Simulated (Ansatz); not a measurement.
Species: CHOS, SMILES `O=C[S]` (charge 0, multiplicity 2).

### Question
Give a relaxed geometry from Ansatz (a program for electronic structure) with PBE0-D3(BJ)/def2-TZVP.

### Answer
the end point of this relaxation (outside a Z-matrix the atoms follow the SMILES, hydrogens last).
Z-matrix (Å, degrees):
```
C
O 1 1.1964
H 1 1.1083 2 123.84
S 1 1.7534 3 111.77 2 180.00
```
